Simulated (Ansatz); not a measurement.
Ansatz (an electronic-structure program) input:

Ansatz 0.2 input:
```yaml
crystal:
  periodic: [false, false, false]
  atoms:
    - {symbol: Ga, position_ang: [0.00000000, 0.00000000, 0.00000000]}
    - {symbol: Br, position_ang: [-0.00000000, -0.00000000, -2.18365141]}
    - {symbol: Br, position_ang: [0.00000000, 0.00000000, 2.18365141]}
basis:
  gaussian:
    orbitals: def2-TZVP
hamiltonian:
  xc: b3lyp
  dispersion: d3bj
total_charge: 1
phonons: {temperatures: {t_min: 298.15, t_max: 298.15, t_step: 100}}
```

Predict the final energy.

-7073.07469 Eh (B3LYP-D3(BJ)/def2-TZVP). The basis has 144 functions. The run takes roughly 50 core-seconds.
